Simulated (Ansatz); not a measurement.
A set of 12 reactions (bond dissociation), with CCSD(T)/CBS values in kJ/mol:

```csv
reaction,ΔE
`C[SiH](F)CF` → `[CH2]F`• + `C[SiH]F`•,382.6
`[CH3][In]([SH])[Cl]` → Cl• + `[CH3][In][SH]`•,417.3
`O=C(O)CS` → `[CH2]C(=O)O`• + `[SH]`•,307.6
`[SiH3]OB(S)Cl` → `[SiH3]O[B]Cl`• + `[SH]`•,446.4
`[CH3][In]([SH])[Cl]` → `[CH3]`• + `[SH][In][Cl]`•,283.7
`O[Si](O)(O)[O][Al]([F])[Cl]` → `[O][Al]([F])[Cl]`• + `O[Si](O)O`•,646.3
`CO[SiH2][SiH2]O` → `CO[SiH2]`• + `O[SiH2]`•,329.5
`BN(C)[SiH2]C` → `B[N]C`• + `C[SiH2]`•,460.4
`B[SiH]([SiH3])O[SiH3]` → `[BH2]`• + `[SiH3]O[SiH][SiH3]`•,372.0
`[NH2][Al]([F])[Cl]` → `[NH2][Al][F]`• + Cl•,512.2
`B[NH][GeH3]` → `[GeH3]`• + `B[NH]`•,418.6
`OCC(F)(F)F` → `F[C](F)F`• + `[CH2]O`•,423.6
```

Gas-phase electronic energies from Ansatz, PBE0-D4/def2-TZVP geometries. CBS: MP2 limit from def2 TZ/QZ plus the TZ coupled-cluster correction, frozen cores. This one scheme is used for every species, atoms too. Functionals use def2-TZVPP. B3LYP here is the variant with VWN-RPA as its local correlation; programs differ in this. Open shells (•) are unrestricted, without spin–orbit coupling. Spin–orbit coupling would lower the free atoms: a little for Cl. def2 core potentials past Kr. For Ge, In outer-core shells are correlated without core-valence functions, so the limit isn't a true one: a few kJ/mol of doubt a bond, and 10 to 20 or more in all where bonds break to atoms. Scalar relativity is left out up to krypton. Each species was taken in one conformer, which may not be the lowest.

**Question.** Give the mean, mean absolute and largest difference (level minus CCSD(T)/CBS, kJ/mol) for: PBE-D4, r2SCAN-D4, B3LYP-D4, ωB97X-V, ωB97M-V, r2SCAN, PBE0, HF/def2-TZVPP, SCS-MP2/def2-TZVPP, CCSD(T)/def2-TZVPP, HF/def2-QZVPP, SCS-MP2/def2-QZVPP, MP2/CBS(def2), CCSD/CBS(def2). (Best estimate.)

**Answer.** Ansatz gave: 
| level | mean | mean absolute | largest |
| --- | --- | --- | --- |
| PBE-D4 | -24.5 | 24.5 | -55.7 |
| r2SCAN-D4 | -31.8 | 31.8 | -57.3 |
| B3LYP-D4 | -28.7 | 28.7 | -42.2 |
| ωB97X-V | -3.9 | 4.8 | -15.8 |
| ωB97M-V | -2.3 | 5.4 | -17.6 |
| r2SCAN | -33.9 | 33.9 | -61.0 |
| PBE0 | -26.9 | 26.9 | -50.7 |
| HF/def2-TZVPP | -116.9 | 116.9 | -142.1 |
| SCS-MP2/def2-TZVPP | 1.1 | 7.4 | 18.8 |
| CCSD(T)/def2-TZVPP | -11.8 | 11.8 | -18.6 |
| HF/def2-QZVPP | -117.7 | 117.7 | -142.8 |
| SCS-MP2/def2-QZVPP | 8.5 | 9.0 | 25.1 |
| MP2/CBS(def2) | 18.7 | 18.9 | 35.7 |
| CCSD/CBS(def2) | -8.3 | 8.3 | -14.0 |

The largest T1 diagnostic in the set is 0.030, for `B[NH]`• (customary mark 0.045).

CCSD(T)/CBS is a level of theory with its own doubt, and the functionals carry their triple-zeta basis error, so these figures describe this set and don't rank the functionals.
